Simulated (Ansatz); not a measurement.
XSi4: vertical EA (eV) at several levels, gas phase, relaxed structures; Ansatz. Clusters are the lowest isomers that short searches found in that spin, judged at the geometry's level. Singlets are spin-restricted. The spins of the ions were chosen, not always searched. The structures are stationary points that may keep the symmetry of their start. Remarks come from the PBE and PBE0 runs and from stability tests at other levels; not every state was tested. A HOMO above zero means that the electron is unbound at that level and held by the basis, or that self-interaction error raises the level; the energy of removing that electron tells which.

```
species               state           geometry  PBE-D4/def2-TZVPD  r2SCAN-D4/def2-TZVPD  PBE0-D4/def2-TZVPD                       remarks
   Si4O  singlet to doublet   PBE0-D4/def2-SVP               1.88                  2.01                1.90  HOMO above zero (-1 doublet)
  GaSi4  doublet to singlet  B3LYP-D4/def2-SVP               2.11                  2.12                2.10                             –
```

Estimate the rows for TiSi4 (singlet to doublet, r2SCAN-D4/def2-SVP geometry).


```json
{"species": "TiSi4", "state": "singlet to doublet", "geometry": "r2SCAN-D4/def2-SVP", "PBE-D4/def2-TZVPD": "1.45", "r2SCAN-D4/def2-TZVPD": "1.55", "PBE0-D4/def2-TZVPD": "1.68", "remarks": "HOMO above zero (-1 doublet), spin-contaminated (⟨S²⟩ up to 0.85) (-1 doublet)"}
```

Over the 3 species that have every level, the mean is 1.82 at PBE-D4/def2-TZVPD, 1.89 at r2SCAN-D4/def2-TZVPD, 1.89 at PBE0-D4/def2-TZVPD.
